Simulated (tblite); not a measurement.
H₈NSi₂, charge +1, singlet, geometry from GFN2-xTB; IPEA1-xTB (tblite).

tblite was given this input:
```
$ tblite run mol.xyz --method ipea1 --charge 1 --spin 0 --json tblite.json --no-restart

# file mol.xyz
11

Si     1.54686410     0.58087505    -0.00490702
N      0.16586354    -0.70353006    -0.13289243
Si    -1.63987507    -0.18635790     0.07942884
H      2.73268072    -0.23600687    -0.22682810
H      1.19077269     1.49310708    -1.08071010
H      1.35630647     1.07283301     1.35081633
H      0.36071494    -1.43815543     0.54667362
H      0.25281666    -1.16421227    -1.03824461
H     -1.79194812     0.77499319    -1.00177351
H     -1.62641434     0.35471912     1.42975292
H     -2.33382026    -1.45580750    -0.09274506
```

Problem. Predict the main parts of the log of this tblite run.

Solution. 
```
xTB calculator
 | screened Coulomb repulsion
 | Coulomb electrostatics
 |  * isotropic Klopman-Ohno-Mataga-Nishimoto electrostatics
 |  * onsite third-order electrostatics
 | DFT-D3(BJ) dispersion correction

halogen bonding energy    0.0000000000000E+00 Eh
repulsion energy          1.3560989124150E-01 Eh
dispersion energy        -3.5886965982738E-03 Eh
number of electrons       2.0000000000000E+01 e
integral cutoff           4.0000000000000E+01 bohr

------------------------------------------------------------
  cycle        total energy    energy error   density error
------------------------------------------------------------
      1     -11.48639742955  -1.1618419E+01   4.4141524E-01
      2     -11.71869305833  -2.3229563E-01   1.9207011E-01
      3     -11.74121361132  -2.2520553E-02   1.3537449E-01
      4     -11.76563869402  -2.4425083E-02   2.0074053E-02
      5     -11.76691302533  -1.2743313E-03   5.9704737E-03
      6     -11.76707307773  -1.6005240E-04   1.1308244E-03
      7     -11.76707816334  -5.0856102E-06   3.5800716E-04
      8     -11.76707836998  -2.0664227E-07   1.8282188E-04
      9     -11.76707849683  -1.2684797E-07   3.2210133E-05
     10     -11.76707850106  -4.2327155E-09   3.3139785E-06
------------------------------------------------------------

electronic energy        -1.1899099695703E+01 Eh
total energy             -1.1767078501059E+01 Eh

Post processing:
 | Mayer-Wiberg bond orders

[Info] JSON dump of results written to 'tblite.json'
```
